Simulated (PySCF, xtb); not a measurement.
ZrFH3, SMILES [F][ZrH3], multiplicity 1.

GFN2-xTB in xtb at its own geometry gives an orbital gap of 3.50 eV and a dipole moment of 1.33 D.

The structure is a stationary point at PBE0-D3(BJ)/def2-TZVP. The multiplicity is an assumed one; no other spin state was optimised. The structure was generated by enumeration; whether it is a known compound was not checked. The def2 effective core potentials stand for the cores of Zr; spin–orbit coupling is left out.

What does r2SCAN/def2-TZVPD in PySCF give? (Estimate from the structure and the level; the computed values follow.)

gap 4.52 eV (levels -7.58 and -3.06 eV), dipole 0.52 D.
